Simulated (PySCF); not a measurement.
## Polarisability and C₆ of O+ (oxygen, charge +1)

[He] 2s2 2p3, high-spin 4S determinant. All numbers are calculated (PySCF 2.14, no relativity, point nucleus, in aug-cc-pwCVQZ (9s8p6d4f2g, 109 functions)). Coupled (time-dependent) response in atomic units; α is the mean over directions.

| method | mean α (bohr³) | C₆ (like pair) | S(−4) |
| --- | --- | --- | --- |
| UHF | 2.634 | 4.967 | 5.036 |
| PBE | 2.691 | 5.310 | 4.368 |
| PBE0 | 2.641 | 5.148 | 4.327 |
| TPSS | 2.701 | 5.357 | 4.394 |
| revPBE | 2.695 | 5.323 | 4.378 |

S(−4) is the Cauchy moment in α(ω) = α(0) + S(−4) ω² + …

α(iu) at TPSS:

| u (hartree) | α(iu) (bohr³) |
| --- | --- |
| 0 | 2.701 |
| 0.0500 | 2.690 |
| 0.100 | 2.658 |
| 0.200 | 2.542 |
| 0.300 | 2.379 |
| 0.500 | 2.017 |
| 0.750 | 1.616 |
| 1.00 | 1.304 |
| 1.50 | 0.8843 |
| 2.00 | 0.6312 |
| 3.00 | 0.3627 |
| 5.00 | 0.1626 |

A single London oscillator, α(iu) = α/(1 + u²/ω²), gives C₆ = (3/4) ω α². Matching the computed C₆ needs ω = 4 × 5.357 / (3 × 2.701²) = 0.979 hartree.

For an ion, C₆ is the dispersion term alone; charge-induced terms of lower order in 1/R come first.
